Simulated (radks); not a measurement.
The nuclear charge of the terbium ion Tb+ is varied continuously with 64 electrons held in [Xe] 4f9 6s1. Calculated with a radial shooting solver on a logarithmic mesh with Libxc functionals: scalar-relativistic Kohn-Sham, PBE, spin-polarised, spherical densities, finite nucleus; open shells are filled with parallel spins first (spin-orbit coupling, left out, can overturn this in heavy ions); Fermi nuclear charge, rms radius 5.06 fm. By the Hellmann-Feynman theorem dE/dZ = E(electron-nucleus)/Z, the electronic potential at the nucleus (averaged over a nucleus of fixed radius). The scalar-relativistic energy here is not variational (the density holds large components alone), so the two differ by a part that grows with Z.

| Z | E (hartree) | E(electron-nucleus)/Z (hartree) | HOMO | e(HOMO) (eV) | <r> HOMO (bohr) |
|---|---|---|---|---|---|
| 64.5 | -11487.9541 | -434.970 | 4f | -0.861 | 1.122 |
| 65 | -11707.9674 | -439.953 | 4f | -7.121 | 0.9394 |
| 65.5 | -11930.5024 | -444.917 | 6s | -12.910 | 3.442 |
| 66 | -12155.5565 | -449.880 | 6s | -17.073 | 3.218 |

The central difference of E at Z = 65 is -442.548 hartree, to compare with the third column; the second derivative is -10.1 hartree. No converged solution with all levels bound was reached at Z = 64.
